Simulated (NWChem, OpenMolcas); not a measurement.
**CH4BFO (SMILES OCBF): the dipole moment, rung by rung**

CH4BFO: 8 atoms, total charge 0, spin state singlet. SMILES: `OCBF`. The coordinates come from a PBE0-D4/def2-TZVP relaxation. This is one conformer, not always the lowest.

```csv
atom,x (Å),y (Å),z (Å)
O,-1.2405,0.7626,-0.1693
C,0.1179,0.4250,-0.0136
B,0.3686,-1.1120,0.0760
F,-0.6229,-1.9767,0.0072
H,-1.3191,1.7175,-0.2173
H,0.5631,0.8720,0.8937
H,0.7442,0.7998,-0.8434
H,1.4810,-1.5454,0.2108
```

Each level gives the dipole moment (D). The values are calculated.

| level | kind | program | value (D) | CPU time |
| --- | --- | --- | --- | --- |
| HF/def2-SVPD | Hartree–Fock | OpenMolcas | 3.05 | 18 s |
| SVWN5/def2-SVPD | LDA | OpenMolcas | 2.74 | 47 s |
| BLYP/def2-SVPD | GGA | OpenMolcas | 2.62 | 74 s |
| revPBE/def2-SVPD | GGA | OpenMolcas | 2.58 | 74 s |
| M06-L/def2-SVPD | meta-GGA | OpenMolcas | 2.67 | 91 s |
| r2SCAN/def2-SVPD | meta-GGA | OpenMolcas | 2.69 | 88 s |
| BHLYP/def2-SVPD | global hybrid | OpenMolcas | 2.91 | 74 s |
| M06-2X/def2-SVPD | hybrid meta-GGA | NWChem | 2.81 | 27 s |

The values span 2.58 to 3.05 D. Magnitudes only. Times are those of the runs behind each value, whatever else they computed, on shared processors of several kinds: orders of magnitude only.
